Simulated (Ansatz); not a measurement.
Coupled-cluster diagnostics for the cluster NiF₂ (the lowest singlet isomer of a short search), Ansatz.

Geometry of the singlet (r2SCAN-D4/def2-TZVP):

Cartesian coordinates in Å:
```
Ni 0.424 -0.295 -0.280
F -0.231 -0.854 1.169
F -0.193 1.149 -0.889
```

Correlated methods freeze 7 core orbitals; core or outer-core shells of Ni are correlated, in sets that lack core-valence functions. The structure comes from a short search, and lower isomers may exist.

Geometry of the charge 0 triplet (r2SCAN-D4/def2-TZVP):

```csv
atom,x (Å),y (Å),z (Å)
Ni1,0.000,0.000,0.000
F2,-0.664,0.671,1.421
F3,0.665,-0.671,-1.421
```

Geometry of the charge 0 quintet (r2SCAN-D4/def2-TZVP):

| atom | x (Å) | y (Å) | z (Å) |
| --- | --- | --- | --- |
| Ni1 | 0.033 | 0.719 | 0.227 |
| F2 | -0.084 | 0.048 | -1.396 |
| F3 | 0.051 | -0.767 | 1.169 |

Q: Estimate the CCSD(T) correlation energy, the shares of MP2 and (T), T1 and the reference's ⟨S²⟩ for: charge 0, singlet, own geometry in def2-TZVPP; charge 0, singlet, own geometry in def2-TZVPD; charge 0, triplet, own geometry in def2-TZVPP; charge 0, quintet, own geometry in def2-TZVPP; charge 1, doublet, vertical in def2-TZVPP; charge -1, doublet, vertical in def2-TZVPD; and the rough time on 4 threads of Arm Neoverse V1 on a shared host.

A: 
```json
{"state": "charge 0, singlet, own geometry", "basis": "def2-TZVPP", "correlation (eV)": "-33.663", "MP2 share (%)": "99.0", "(T) share (%)": "3.4", "T1": "0.041", "⟨S²⟩ (pure)": "0.00 (0.00)", "wall time": "6 s", "remarks": "restricted SCF unstable"}
{"state": "charge 0, singlet, own geometry", "basis": "def2-TZVPD", "correlation (eV)": "-30.046", "MP2 share (%)": "99.3", "(T) share (%)": "3.4", "T1": "0.040", "⟨S²⟩ (pure)": "0.00 (0.00)", "wall time": "6 s", "remarks": "restricted SCF unstable"}
{"state": "charge 0, triplet, own geometry", "basis": "def2-TZVPP", "correlation (eV)": "-31.992", "MP2 share (%)": "100.3", "(T) share (%)": "2.7", "T1": "0.031", "⟨S²⟩ (pure)": "2.01 (2.00)", "wall time": "1.9 min", "remarks": "–"}
{"state": "charge 0, quintet, own geometry", "basis": "def2-TZVPP", "correlation (eV)": "-31.468", "MP2 share (%)": "96.1", "(T) share (%)": "3.5", "T1": "0.060", "⟨S²⟩ (pure)": "6.01 (6.00)", "wall time": "21 s", "remarks": "large T1"}
{"state": "charge 1, doublet, vertical", "basis": "def2-TZVPP", "correlation (eV)": "-31.162", "MP2 share (%)": "96.2", "(T) share (%)": "3.7", "T1": "0.100", "⟨S²⟩ (pure)": "1.74 (0.75)", "wall time": "37 s", "remarks": "large T1, spin-contaminated"}
{"state": "charge -1, doublet, vertical", "basis": "def2-TZVPD", "correlation (eV)": "-29.411", "MP2 share (%)": "98.3", "(T) share (%)": "2.6", "T1": "0.110", "⟨S²⟩ (pure)": "1.71 (0.75)", "wall time": "19 s", "remarks": "large T1, spin-contaminated"}
```
Customary marks for T1 are 0.02 (closed shells), 0.045 (open shells) and about 0.05 (3d metals). T1 exceeds 0.02 in 6 of 6 rows and 0.045 in 3; the higher it lies, the less the single-reference result can be trusted.
